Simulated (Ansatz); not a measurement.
Frontier orbitals of ClFH4MoO4, SMILES `[OH][Mo]([OH])([OH])([OH])([F])[Cl]`.

```xyz
11

O    -1.179   -1.185   -0.687
Mo    0.011    0.047    0.004
O    -1.116    0.529    1.385
O     0.851    0.314   -1.619
O     1.502    0.581    0.941
F    -0.843    1.648   -0.670
Cl    0.935   -2.052    0.760
H    -1.084   -2.134   -0.556
H    -1.734    1.259    1.268
H     0.544    1.009   -2.210
H     2.113   -0.016    1.385
```

Total charge 0; spin multiplicity 1. Correlated methods include outer-core shells of Mo, which these sets cover unevenly. Mo: def2 effective core potential. All single points use the PBE0-D4/def2-TZVP geometry. It is one conformer, not always the lowest. Basis def2-TZVPP, Ansatz.

| functional | HOMO (eV) | LUMO (eV) | gap (eV) |
| --- | --- | --- | --- |
| PBE | -7.17 | -4.13 | 3.04 |
| BLYP | -7.03 | -4.06 | 2.97 |
| B97M-V | -7.61 | -4.19 | 3.42 |
| PBE0 | -8.65 | -3.57 | 5.08 |
| HSE06 (plane-wave form) | -8.24 | -3.94 | 4.30 |
| ωB97X-V | -11.08 | -1.54 | 9.54 |
| ωB97M-V | -10.95 | -1.57 | 9.38 |

(1) What is the vertical ionisation energy at frozen-core CCSD(T)/def2-TZVPP? (Best estimate.)

Answers

(1) Ansatz gave: 10.79 eV (T1 of the cation 0.028).

Against PBE, PBE0 changes HOMO and LUMO by −1.48 and +0.56 eV, ωB97M-V by −3.78 and +2.56 eV. A gap of 3.04 eV thus becomes 9.38 eV for the same molecule, so an orbital gap means little without its functional. −ε(HOMO) differs from that ionisation energy by −3.62 eV with PBE and +0.16 eV with ωB97M-V.
